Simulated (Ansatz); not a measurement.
Input file for Ansatz (a first-principles code): R-wB97X-V/def2-TZVPPD on AsH3 (SMILES [AsH3]) with ghost functions, monomers drawn apart or pushed together. Files ending in .json are basis or fitting sets from the Basis Set Exchange.

Ansatz 0.2 input:
```yaml
crystal:
  periodic: [false, false, false]
  atoms:
    - {symbol: As, position_ang: [-0.39047080, -0.51254050, 6.78957861]}
    - {symbol: H, position_ang: [-1.75419872, 0.16494557, 6.82746029]}
    - {symbol: H, position_ang: [0.34314901, 0.82107500, 6.84804390]}
    - {symbol: H, position_ang: [-0.35535147, -0.67292106, 8.30781465]}
basis:
  gaussian:
    orbitals: def2-TZVPPD.json
    ghost_atoms:
      - {symbol: P, position_ang: [-0.55176334, 0.17664237, 0.27429872]}
      - {symbol: H, position_ang: [0.71621281, -0.45638740, 0.25560218]}
      - {symbol: H, position_ang: [-1.26417286, -1.04837040, 0.24526878]}
      - {symbol: H, position_ang: [-0.59406875, 0.34277546, -1.13506981]}
hamiltonian:
  xc: {name: wB97X-V}
scf: {lower_state_search: off}
```

Give the final energy of this run.

-2237.4545 hartree.

How many basis functions does it have, and what does it roughly cost on one machine?

204 functions; roughly 5 core-seconds.
